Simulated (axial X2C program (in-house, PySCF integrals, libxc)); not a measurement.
# TeN⁺: properties at the nuclei

Calculated with an axial X2C code built on PySCF integrals: two-component X2C with atomic mean-field Coulomb and Gaunt terms, Gaussian nuclei, basis Te dyall-cv3z, N dyall-av3z with contracted cores.

R = 1.773 Å (near the PBE0 minimum at charge 1 of the determinant lowest at the starting distance; the state shown can have its own minimum elsewhere).

Determinant lowest in the PBE0 search, Ω = 0 (closed shell), highest spinor 57% N p, 36% Te p, 4% N d:

```tsv
level	qzz Te (a.u.)	qzz N (a.u.)
PBE0	-4.79	-1.04
HF	-3.75	-1.31
PBE50	-4.77	-1.14
TPSSh	-4.52	-1.02
LDA	-4.72	-0.94
```

qzz is the electric field gradient, eQq0 = 234.96 MHz × Q/barn × qzz. The operators were transformed with the bare-nucleus X2C matrices; with these basis sets, hyperfine constants and field gradients can be off by tens of per cent, and where levels differ in sign neither size nor sign is settled.

(1) With Q(14N) = 0.02044 barn (Q from Pyykkö, Mol. Phys. 2018), turn the PBE0 values of the first state into constants in MHz.

Each state is one determinant with collinear spin. The search compared states at one distance, so a state with another bond length can lie lower. Further determinants of the search, some of them spin-mixed, are not shown.

Answers

(1) eQq0(14N) = 234.96 × (0.02044) × (-1.04) = -4.99 MHz.
